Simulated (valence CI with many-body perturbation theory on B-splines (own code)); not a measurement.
Forbidden lines of Ce LII

Calculated by configuration interaction combined with many-body perturbation theory (CI+MBPT): five valence electrons over a frozen Dirac-Fock core [He], radial functions for each j: 11 s, 11 p, 10 d, 8 f, 5 g, 2 h, with the one-electron correlation potential Σ1 (screened to all orders), the two-electron term Σ2, the three-electron term Σ3, Breit, model QED; selected single and double excitations, second order for the rest, scaled by the run's own slope (own B-spline code, finite nucleus).

No measured spectrum was set against this ion. As an estimate, large intervals hold to a few tenths of a per cent, small ones and those within an open d or f shell to about a per cent. Among the levels kept, up to 7000 cm⁻¹ of a level comes from second order outside the variational space, and about a tenth of that is noise between levels of different J, which matters for small intervals.

Lines 51 to 74 of 74 in falling wavelength, among levels below 7030.7 eV, chosen from the decays that carry over 1 % of a level's rate. Wavelengths and rates use the calculated energies. Electric multipoles are in the length gauge, E1 and E2 with the static RPA response of the core. Weak lines are less certain than strong ones. Lines between different terms over intervals too small for the method are left out, as are lines whose strength nearly cancels. The highest levels of a list are the least certain.

Levels are named by their leading jj configuration (3d3/2^4 stands for four electrons in 3d with j = 3/2), which in mixed levels can hold well under half, so a name can repeat and another be missing. Letters in brackets count levels of one name in rising energy.

```
λ vac (Å)                               Upper                       Lower  Type   A (s⁻¹)  Branch %
    2.068  (2s 2p1/2 2p3/2^2 3p3/2) J=5/2 [e]  (2s 2p1/2^2 2p3/2^2) J=1/2    E2  1.41e+11       1.8
    2.067  (2s^2 2p1/2 2p3/2 3p3/2) J=3/2 [a]  (2s^2 2p1/2^2 2p3/2) J=3/2    E2  2.03e+11       2.8
    2.064      (2s^2 2p1/2 2p3/2 3p3/2) J=7/2  (2s^2 2p1/2^2 2p3/2) J=3/2    E2  2.82e+11      37.9
    2.064          (2s^2 2p3/2^2 3p3/2) J=1/2  (2s^2 2p1/2 2p3/2^2) J=5/2    E2  2.71e+11       9.8
    2.057  (2s^2 2p1/2 2p3/2 3p3/2) J=5/2 [b]  (2s^2 2p1/2^2 2p3/2) J=3/2    E2  1.82e+11      11.9
    2.053          (2s^2 2p3/2^2 3p3/2) J=7/2  (2s^2 2p1/2 2p3/2^2) J=3/2    E2  1.64e+11       1.6
    2.052      (2s^2 2p3/2^2 3p3/2) J=3/2 [a]  (2s^2 2p1/2 2p3/2^2) J=5/2    E2  2.25e+11       1.7
    2.026      (2s^2 2p1/2 2p3/2 3d5/2) J=9/2  (2s^2 2p1/2^2 2p3/2) J=3/2    E3  1.14e+09       3.4
    2.025          (2s^2 2p3/2^2 3d5/2) J=9/2  (2s^2 2p1/2 2p3/2^2) J=5/2    M2  3.67e+09       9.9
    2.025          (2s^2 2p3/2^2 3d5/2) J=9/2  (2s^2 2p1/2 2p3/2^2) J=5/2    E3  4.54e+08       1.2
    2.018          (2s^2 2p3/2^2 3d5/2) J=9/2  (2s^2 2p1/2 2p3/2^2) J=3/2    E3  9.06e+08       2.4
    1.975  (2s 2p1/2^2 2p3/2 3d3/2) J=5/2 [a]  (2s^2 2p1/2^2 2p3/2) J=3/2    E2  5.26e+11       1.0
    1.973      (2s 2p1/2^2 2p3/2 3d3/2) J=7/2  (2s^2 2p1/2^2 2p3/2) J=3/2    E2  6.58e+11      61.9
    1.971      (2s 2p1/2 2p3/2^2 3d3/2) J=9/2  (2s^2 2p1/2 2p3/2^2) J=5/2    E2  9.39e+11      71.8
    1.966  (2s 2p1/2 2p3/2^2 3d5/2) J=7/2 [a]  (2s^2 2p1/2 2p3/2^2) J=3/2    E2  9.85e+11       4.3
    1.961  (2s 2p1/2 2p3/2^2 3d5/2) J=9/2 [b]  (2s^2 2p1/2 2p3/2^2) J=5/2    E2  8.47e+11      72.3
    1.953  (2s 2p1/2^2 2p3/2 3d3/2) J=5/2 [b]  (2s^2 2p1/2^2 2p3/2) J=3/2    E2  6.13e+11       1.4
    1.950          (2s^2 2p3/2^2 3p1/2) J=5/2  (2s^2 2p1/2^2 2p3/2) J=3/2    E2  1.54e+10       1.6
    1.950  (2s 2p1/2 2p3/2^2 3d3/2) J=7/2 [c]  (2s^2 2p1/2 2p3/2^2) J=5/2    E2  1.63e+12       1.3
    1.949  (2s 2p1/2^2 2p3/2 3d3/2) J=1/2 [b]  (2s^2 2p1/2^2 2p3/2) J=3/2    E2  3.24e+12       1.6
    1.946  (2s 2p1/2 2p3/2^2 3d5/2) J=3/2 [d]  (2s^2 2p1/2 2p3/2^2) J=1/2    E2  1.85e+12       2.0
    1.939  (2s 2p1/2 2p3/2^2 3d5/2) J=9/2 [c]  (2s^2 2p1/2 2p3/2^2) J=5/2    E2  1.76e+12      46.3
    1.938  (2s 2p1/2 2p3/2^2 3d5/2) J=7/2 [d]  (2s^2 2p1/2 2p3/2^2) J=5/2    E2  4.81e+11       1.5
    1.936  (2s 2p1/2 2p3/2^2 3d5/2) J=7/2 [c]  (2s^2 2p1/2 2p3/2^2) J=3/2    E2  1.54e+12       3.2
```
